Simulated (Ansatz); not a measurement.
Cost and result for the atomization energy of `COB(O)F` (9 atoms, 8 bonds).

```
atom    x (Å)    y (Å)    z (Å)
  C1   1.1802   0.5915  -0.3367
  O2   0.5217  -0.6598  -0.3404
  B3  -0.7331  -0.8106   0.1174
  O4  -1.4629   0.2249   0.6157
  F5  -1.2620  -2.0371   0.0698
  H6   2.0757   0.5167   0.2833
  H7   1.4800   0.8324  -1.3583
  H8   0.5392   1.3861   0.0490
  H9  -2.3388  -0.0440   0.9003
```

The species carries charge 0 and has multiplicity 1. The geometry is a stationary point of PBE0-D4/def2-TZVP. It is one conformer, not always the lowest. Program: Ansatz. Hardware: A = 2 threads of an AMD EPYC 7R13 on a shared host; B = 2 threads of an AMD EPYC 7R13 on a shared host and a share of an NVIDIA H100 80 GB. Times are those of one run each, without the atoms' runs, and a repeat can differ threefold. Electronic energies, without spin–orbit coupling; frozen cores. CCSD(T)/CBS extrapolates def2-TZVPP and def2-QZVPP, and its time is that of the two runs behind it. T1 = 0.012. B3LYP takes the VWN-RPA correlation (the form of Gaussian; ORCA's B3LYP/G).

CCSD(T)/CBS is a level of theory with its own doubt, some kJ/mol a heavy atom from the limit and from the frozen cores, so smaller differences don't rank the functionals.

| level | functions | wall time |
| --- | --- | --- |
| PBE-D4/def2-TZVPP (with forces) [A] | 211 | 2.6 s |
| PBE0-D4/def2-TZVPP [A] | 211 | 2.9 s |
| B3LYP-D4/def2-TZVPP (with forces) [A] | 211 | 3.6 s |
| r2SCAN-D4/def2-TZVPP (with forces) [A] | 211 | 4.4 s |
| B2PLYP/def2-TZVPP [A] | 211 | 4.9 s |
| CCSD(T)/def2-TZVPP [B] | 211 | 6 s |
| ωB97X-V/def2-TZVPP [A] | 211 | 7 s |
| ωB97M-V/def2-TZVPP (with forces) [A] | 211 | 9 s |
| CCSD(T)/def2-QZVPP [B] | 405 | 20 s |
| CCSD(T)/CBS(def2) | – | 26 s |

Task: What atomization energy does each give, and how far from CCSD(T)/CBS? (An estimate is asked.)

Result: The calculation gave: 
```csv
level,atomization (kJ/mol),difference from CCSD(T)/CBS,per bond
PBE-D4/def2-TZVPP (with forces) [A],3971.0,91.5,11.4
PBE0-D4/def2-TZVPP [A],3876.0,-3.5,-0.4
B3LYP-D4/def2-TZVPP (with forces) [A],3874.2,-5.3,-0.7
r2SCAN-D4/def2-TZVPP (with forces) [A],3899.1,19.6,2.5
B2PLYP/def2-TZVPP [A],3852.6,-26.9,-3.4
CCSD(T)/def2-TZVPP [B],3784.8,-94.7,-11.8
ωB97X-V/def2-TZVPP [A],3876.6,-2.9,-0.4
ωB97M-V/def2-TZVPP (with forces) [A],3894.8,15.3,1.9
CCSD(T)/def2-QZVPP [B],3841.1,-38.4,-4.8
CCSD(T)/CBS(def2),3879.5,0.0,0.0
```

The D4 term adds +20.1 kJ/mol with B3LYP and +10.4 kJ/mol with PBE0; it sums over pairs of atoms, weighted by their polarisabilities, and B3LYP, whose exchange is more repulsive, gets the larger term. In def2-TZVPP, CCSD(T) changes the Hartree–Fock value by +924.0 kJ/mol (the triples alone add +57.0 kJ/mol) and MP2 by +1042.3 kJ/mol; breaking electron pairs costs correlation energy, which Hartree–Fock lacks. From PBE to PBE0 (25 % exact exchange), in def2-TZVPP and without D4, the atomization energy moves by −92.9 kJ/mol: exact exchange takes away binding that semilocal exchange gives to molecules.
